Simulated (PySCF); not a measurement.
**Shapes and spin states of CrSe₂**

These are results of PySCF, B3LYP, basis Cr def2-SVP, Se def2-SVP (no relativity, density fitting), not measurements.

Relaxations began from a few typed shapes and spin states; open shells are unrestricted. The search is not exhaustive: other isomers or separated fragments can lie lower, and high-lying points may rest on an excited occupation.

Problem. Which is the lowest minimum found?
A. broken-symmetry Ms = 1 (⟨S²⟩ 3.19) C2v: Cr–Se 2.230 Å (×2); Se–Cr–Se 124.8°
B. broken-symmetry Ms = 0 (⟨S²⟩ 0.43) C2v: Cr–Se 2.125 Å (×2); Se–Cr–Se 111.1°
C. broken-symmetry Ms = 1 (⟨S²⟩ 3.88) D∞h: Cr–Se 2.337 Å (×2); Se–Cr–Se 180.0°
D. singlet (closed shell, unstable to spin polarisation) C2v: Cr–Se 2.116 Å (×2); Se–Cr–Se 112.6°
E. broken-symmetry Ms = 1 (⟨S²⟩ 3.18) C2v: Cr–Se 2.229 Å (×2); Se–Cr–Se 123.9°

Solution. A. The others lie at 0.2 (broken-symmetry Ms = 1 C2v), 14.6 (broken-symmetry Ms = 1 D∞h, a saddle point), 140.1 (broken-symmetry Ms = 0 C2v), 144.1 (singlet C2v) kJ/mol above it.

For the lowest minimum: the determinant is spin-contaminated (⟨S²⟩ = 3.19, pure value 2.00). Open d and f shells are described by one determinant, and the ground state may have another occupation or spin.

The electron or spin density has lower symmetry than the nuclear frame for the broken-symmetry Ms = 1 (⟨S²⟩ 3.88) D∞h at 14.6 kJ/mol, broken-symmetry Ms = 0 (⟨S²⟩ 0.43) C2v at 140.1 kJ/mol.
